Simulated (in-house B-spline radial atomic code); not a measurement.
Configurations of Te, with energies counted from [Kr] 4d10 5s2 5p4. Method: scalar-relativistic (X2C) BHandHLYP, spin-polarised, spherical fractional occupations, exact exchange averaged over the configuration, Fermi nucleus of rms radius 4.7423 fm. Calculated with a radial B-spline atomic code at the basis-set limit. Shells without spins written out take the highest spin.

Occupations are held fixed; configurations that lie above the ionisation limit could autoionise.

```tsv
configuration	E - E(ref) (eV)	highest orbital	its <r> (bohr)
[Kr] 4d10 5s2 5p3 6s1	5.3861	6s up	6.372
[Kr] 4d10 5s1 5p4 6p1	16.123	6p up	8.475
[Kr] 4d10 5s1 5p4 6f1	17.948	6f up	43.73
[Kr] 4d9 5s2 5p4 6f1	48.461	6f up	43.78
[Ar] 3d9 4s2 4p6 4d10 5s2 5p4 5d1	581.73	5d up	6.442
```

(1) Order these further configurations by energy, lowest first.
A. [Kr] 4d10 5s2 5p3 5d1
B. [Kr] 4d9 5s2 5p5
C. [Ar] 3d9 4s2 4p6 4d10 5s2 5p4 5f1
D. [Ar] 3d9 4s2 4p6 4d10 5s2 5p4 6f1
E. [Kr] 4d10 5s1 5p4 6s1

(2) How far above the reference does [Kr] 4d10 5s1 5p4 5d1 lie?

Answers

(1) A (6.7478 eV), E (14.922 eV), B (38.62 eV), C (583.24 eV), D (583.4 eV).

(2) 16.284 eV; its least bound orbital is 5d up with <r> = 6.522 bohr.
